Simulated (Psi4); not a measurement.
C6H15Sb, singlet, geometry from GFN2-xTB (core potentials on Sb); PBE0/def2-SVPD in Psi4.

Here is a job for Psi4.
```
memory 2 GB

molecule mol {
0 1
Sb    0.107259   -0.119926    0.766488
C     1.549520    1.079966   -0.400794
C     1.002714    1.775886   -1.629109
H     2.357572    0.401444   -0.672036
H     1.958549    1.817020    0.289636
H     0.203233    2.464352   -1.363308
H     0.617101    1.060691   -2.352168
H     1.791356    2.350671   -2.116304
C    -1.707279    0.295727   -0.397062
C    -2.463733    1.497534    0.133561
H    -2.328377   -0.597134   -0.331102
H    -1.436502    0.448526   -1.438996
H    -1.848662    2.394677    0.091276
H    -2.761776    1.341685    1.168956
H    -3.363189    1.676436   -0.455861
C     0.538084   -2.028160   -0.241255
C     0.501317   -1.987313   -1.754222
H    -0.187637   -2.747755    0.136275
H     1.522244   -2.342312    0.105120
H     1.234795   -1.284203   -2.142518
H    -0.484457   -1.698569   -2.112127
H     0.731827   -2.971142   -2.164417
}

set {
  basis def2-svpd
  reference rks
}

energy('pbe0')
print_variables()
```

Q: Write the output that Psi4 gives for this input, abridged.

A: 
```
   => Loading Basis Set <=

    Name: DEF2-SVPD
    Role: ORBITAL
    Keyword: BASIS

    !!!  WARNING: ECP capability is in beta. Please check occupations closely.  !!!

         ---------------------------------------------------------
                                   SCF
               by Justin Turney, Rob Parrish, Andy Simmonett
                          and Daniel G. A. Smith
                              RKS Reference
         ---------------------------------------------------------

  ==> Geometry <==

    Molecular point group: c1
    Full point group: C1

    Geometry (in Angstrom), charge = 0, multiplicity = 1:

       Center              X                  Y                   Z               Mass
    ------------   -----------------  -----------------  -----------------  -----------------
         SB           0.088001478648    -0.097989131644     0.633123452182   120.903812000000
         C            1.530262478648     1.101902868356    -0.534158547818    12.000000000000
         C            0.983456478648     1.797822868356    -1.762473547818    12.000000000000
         H            2.338314478648     0.423380868356    -0.805400547818     1.007825032230
         H            1.939291478648     1.838956868356     0.156271452182     1.007825032230
         H            0.183975478648     2.486288868356    -1.496672547818     1.007825032230
         H            0.597843478648     1.082627868356    -2.485532547818     1.007825032230
         H            1.772098478648     2.372607868356    -2.249668547818     1.007825032230
         C           -1.726536521352     0.317663868356    -0.530426547818    12.000000000000
         C           -2.482990521352     1.519470868356     0.000196452182    12.000000000000
         H           -2.347634521352    -0.575197131644    -0.464466547818     1.007825032230
         H           -1.455759521352     0.470462868356    -1.572360547818     1.007825032230
         H           -1.867919521352     2.416613868356    -0.042088547818     1.007825032230
         H           -2.781033521352     1.363621868356     1.035591452182     1.007825032230
         H           -3.382446521352     1.698372868356    -0.589225547818     1.007825032230
         C            0.518826478648    -2.006223131644    -0.374619547818    12.000000000000
         C            0.482059478648    -1.965376131644    -1.887586547818    12.000000000000
         H           -0.206894521352    -2.725818131644     0.002910452182     1.007825032230
         H            1.502986478648    -2.320375131644    -0.028244547818     1.007825032230
         H            1.215537478648    -1.262266131644    -2.275882547818     1.007825032230
         H           -0.503714521352    -1.676632131644    -2.245491547818     1.007825032230
         H            0.712569478648    -2.949205131644    -2.297781547818     1.007825032230

  Running in c1 symmetry.

  Rotational constants: A =      0.04990  B =      0.04094  C =      0.03622 [cm^-1]
  Rotational constants: A =   1495.94454  B =   1227.30619  C =   1085.96337 [MHz]
  Nuclear repulsion =  455.574583686553979

  Charge       = 0
  Multiplicity = 1
  Electrons    = 74
  Nalpha       = 37
  Nbeta        = 37

  ==> Algorithm <==

  SCF Algorithm Type is DF.
  DIIS enabled.
  MOM disabled.
  Fractional occupation disabled.
  Guess Type is SAD.
  Energy threshold   = 1.00e-06
  Density threshold  = 1.00e-06
  Integral threshold = 1.00e-12

  ==> Primary Basis <==

  Basis Set: DEF2-SVPD
    Blend: DEF2-SVPD
    Number of shells: 120
    Number of basis functions: 272
    Number of Cartesian functions: 287
    Spherical Harmonics?: true
    Max angular momentum: 2

  Core potential: DEF2-SVPD
    Number of shells: 4
    Number of ECP primitives: 18
    Number of ECP core electrons: 28
    Max angular momentum: 3

  ==> DFT Potential <==

   => LibXC <=

    Version 7.1.2
    S. Lehtola, C. Steigemann, M. J. T. Oliveira, and M. A. L. Marques,  SoftwareX 7, 1–5 (2018) (10.1016/j.softx.2017.11.002)

   => Composite Functional: PBE0 <=

    PBE0 Hyb-GGA Exchange-Correlation Functional

    C. Adamo and V. Barone,  J. Chem. Phys. 110, 6158 (1999) (10.1063/1.478522)
    M. Ernzerhof and G. E. Scuseria,  J. Chem. Phys. 110, 5029 (1999) (10.1063/1.478401)

    Deriv               =              1
    GGA                 =           TRUE
    Meta                =          FALSE

    Exchange Hybrid     =           TRUE
    MP2 Hybrid          =          FALSE

   => Exchange Functionals <=

    0.7500   Perdew, Burke & Ernzerhof

   => Exact (HF) Exchange <=

    0.2500               HF

   => Correlation Functionals <=

    1.0000   Perdew, Burke & Ernzerhof

   => LibXC Density Thresholds  <==

    XC_HYB_GGA_XC_PBEH:  1.00E-15

   => Molecular Quadrature <=

    Radial Scheme          =       TREUTLER
    Pruning Scheme         =           NONE
    Nuclear Scheme         =       TREUTLER

    Blocking Scheme        =         OCTREE
    BS radius alpha        =              1
    Pruning alpha          =              1
    Radial Points          =             75
    Spherical Points       =            302
    Total Points           =         463304
    Total Blocks           =           3366
    Max Points             =            256
    Max Functions          =            269
    Weights Tolerance      =       1.00E-15

   => Loading Basis Set <=

    Name: (DEF2-SVPD AUX)
    Role: JKFIT
    Keyword: DF_BASIS_SCF

  ==> Integral Setup <==

  SCF_SUBTYPE=INCORE selected. In-core MEM_DF algorithm will be used.
  Using in-core AOs.

  ==> MemDFJK: Density-Fitted J/K Matrices <==

    J tasked:                   Yes
    K tasked:                   Yes
    wK tasked:                   No
    Algorithm:                 Core
    Schwarz Cutoff:           1E-12
    Mask sparsity (%):       3.1061
    Fitting Condition:        1E-10

   => Auxiliary Basis Set <=

  Basis Set: (DEF2-SVPD AUX)
    Blend: DEF2-UNIVERSAL-JKFIT
    Number of shells: 286
    Number of basis functions: 938
    Number of Cartesian functions: 1143
    Spherical Harmonics?: true
    Max angular momentum: 5

  Minimum eigenvalue in the overlap matrix is 1.3528922107E-04.
  Reciprocal condition number of the overlap matrix is 1.1514260792E-05.
    Using symmetric orthogonalization.

  ==> Pre-Iterations <==

  SCF Guess: Superposition of Atomic Densities via on-the-fly atomic UHF (no occupation information).

   -------------------------
    Irrep   Nso     Nmo
   -------------------------
     A        272     272
   -------------------------
    Total     272     272
   -------------------------

  ==> Iterations <==

                           Total Energy        Delta E     RMS |[F,P]|

   @DF-RKS iter SAD:  -475.68518606003022   -4.75685e+02   0.00000e+00
   @DF-RKS iter   1:  -476.57759024653569   -8.92404e-01   4.59339e-03 DIIS/ADIIS
   @DF-RKS iter   2:  -476.06246191350510    5.15128e-01   5.72064e-03 DIIS/ADIIS
   @DF-RKS iter   3:  -477.43478569252989   -1.37232e+00   6.55516e-04 DIIS/ADIIS
   @DF-RKS iter   4:  -477.44982848769251   -1.50428e-02   2.85218e-04 DIIS/ADIIS
   @DF-RKS iter   5:  -477.45310586871722   -3.27738e-03   5.77033e-05 DIIS
   @DF-RKS iter   6:  -477.45323783190668   -1.31963e-04   9.94272e-06 DIIS
   @DF-RKS iter   7:  -477.45324203976327   -4.20786e-06   2.16052e-06 DIIS
   @DF-RKS iter   8:  -477.45324222580825   -1.86045e-07   9.35854e-07 DIIS
  Energy and wave function converged.

  ==> Post-Iterations <==

   Electrons on quadrature grid:
      Ntotal   =   74.0001835786 ; deviation = 1.836e-04

    Orbital Energies [Eh]
    ---------------------

    Doubly Occupied:

[...]
      37A     -0.225745

    Virtual:

[...]
     272A     55.168455

    Final Occupation by Irrep:
              A
    DOCC [    37 ]
    NA   [    37 ]
    NB   [    37 ]

  @DF-RKS Final Energy:  -477.45324222580825

   => Energetics <=

    Nuclear Repulsion Energy =            455.5745836865539786
    One-Electron Energy =               -1643.6376300665924646
    Two-Electron Energy =                 754.1664473053089068
    DFT Exchange-Correlation Energy =     -43.5566431510786174
    Empirical Dispersion Energy =           0.0000000000000000
    VV10 Nonlocal Energy =                  0.0000000000000000
    Total Energy =                       -477.4532422258081965

Computation Completed

Properties will be evaluated at   0.000000,   0.000000,   0.000000 [a0]

Properties computed using the SCF density matrix

 Multipole Moments:

 ------------------------------------------------------------------------------------
     Multipole            Electronic (a.u.)      Nuclear  (a.u.)        Total (a.u.)
 ------------------------------------------------------------------------------------

 L = 1.  Multiply by 2.5417464519 to convert [e a0] to [Debye]
 Dipole X            :          8.3832661           -8.3682451            0.0150210
 Dipole Y            :         -9.4347926            9.4132120           -0.0215807
 Dipole Z            :         58.8474769          -59.2062770           -0.3588001
 Magnitude           :                                                    0.3597623

 ------------------------------------------------------------------------------------

  Variable Map:
  ----------------------------------------------------------------------------
[...]
  Array Variable Map:
  ----------------------------------------------------------------------------
[...]
[...]
```
